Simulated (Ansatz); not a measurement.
Ansatz (an electronic-structure program) input:

Ansatz 0.2 input:
```yaml
crystal:
  periodic: [false, false, false]
  atoms:
    - {symbol: C, position_ang: [-1.85474197, -0.04174373, 0.03419106]}
    - {symbol: Sn, position_ang: [0.30253870, 0.00680908, -0.00557712]}
    - {symbol: H, position_ang: [-2.24991656, 0.34518510, -0.90357571]}
    - {symbol: H, position_ang: [-2.22255079, 0.57043156, 0.85592184]}
    - {symbol: H, position_ang: [-2.19835902, -1.06575353, 0.17062656]}
    - {symbol: H, position_ang: [0.85109282, 1.61656389, -0.22018565]}
    - {symbol: H, position_ang: [0.93213228, -0.60118536, 1.46827283]}
    - {symbol: H, position_ang: [0.88911806, -0.95523348, -1.29735022]}
basis:
  gaussian:
    orbitals: def2-TZVPD
hamiltonian:
  xc: {name: B2PLYP}
magnetization: {spin_polarized: false}
correlation: {electrons: outside_noble_gas}
```

Task: What final total energy does it print?

Result: -255.67103 Eh (B2PLYP/def2-TZVPD). The basis has 147 functions.
